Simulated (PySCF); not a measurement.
An unknown is described by computed data only.

Formula: C5H6AlF3O2.

| Quantity | Value |
| --- | --- |
| Rotational structure | rotational constants A, B, C: 2.336, 0.500, 0.463 GHz [PBE0-D3(BJ)/def2-SVP] |
| 13C NMR | chemical shifts (computed TMS as zero) by class: 181.5 (2 C), 134.6 (1 C), 108.5 (1 C), 35.4 (1 C) ppm [GIAO KT2/pcSseg-2] |
| Triplet | lowest triplet excitation (Tamm–Dancoff): 2.81 eV [TDA CAM-B3LYP/def2-SVPD] |
| Polarisability | 93.3 au [CAM-B3LYP/def2-SVPD] |
| Dipole | 3.81 D [CAM-B3LYP/def2-SVPD] |
| NMR, other nuclei | isotropic shieldings of nuclei other than C and H, by class: 15 (2 O), 243 (3 F), 439 (1 Al) ppm [GIAO KT2/pcSseg-2] |
| UV, first state | lowest singlet excitation: 4.24 eV (293 nm, f = 0.059) [TDDFT CAM-B3LYP/def2-SVPD] |
| 1H NMR | chemical shifts (computed TMS as zero) by class: 8.12 (2 H), 4.70 (2 H), 2.63 (2 H) ppm [GIAO KT2/pcSseg-2] |

Gas-phase values; electronic properties from PySCF, density fitting. Levels stand in brackets. One conformer (not necessarily the lowest) at the PBE0-D3(BJ)/def2-SVP geometry, without solvent, vibrations or thermal averaging. Each NMR value is the plain mean over a class of atoms that symmetry, rotation or inversion makes alike.

**Question.** What is the compound? Reason from the data.

**Answer.** Numbering: `[F:1][C:2]([F:3])([F:4])[CH2:5][C:6]1=[CH:7][O:8][AlH2-:9][O+:10]=[CH:11]1`. 5 carbons fall into 4 classes; from least to most shielded: carbon bonded to C, O and H [C7/C11] (181.5 ppm, 2 C), CF3 carbon [C2] (134.6 ppm), fully substituted alkene carbon [C6] (108.5 ppm), allylic carbon [C5] (35.4 ppm). Hydrogen classes from least to most shielded: 2 H on 2 like atoms (carbon bonded to C, O and H), C7/C11 (8.12 ppm), 2 H on an aluminium bonded to 2 O and 2 H, Al9 (4.70 ppm), 2 H on an allylic carbon, C5 (2.63 ppm). The other shieldings belong to: 15 ppm, oxygen bonded to Al and C [O8/O10]; 243 ppm, fluorine of a CF3 group [F1/F3/F4]; 439 ppm, aluminium bonded to 2 O and 2 H [Al9]. S1 is mainly HOMO→LUMO (weight 0.98); the largest Löwdin shares of the orbital it empties are 0.17 on the fully substituted alkene carbon, 0.17 on the aluminium bonded to 2 O and 2 H and 0.14 on each of 2 atoms of one kind (Al–H hydrogen), of the orbital it fills 0.25 on each of 2 atoms of one kind (carbon bonded to C, O and H) and 0.15 on each of 2 atoms of one kind (oxygen bonded to Al and C). By its constants the optimised geometry is an asymmetric top. Structure: `FC(F)(F)CC1=C[O][AlH2-][O+]=C1`. The assignments are read from this structure; whether some other isomer fits the data as well wasn't checked.

Conformer computed: `[F:1][C:2]([F:3])([F:4])[CH2:5][C:6]1=[CH:7][O:8][AlH2-:9][O+:10]=[CH:11]1`: F1–C2–C5–C6 61°, C2–C5–C6–C7 -87°.
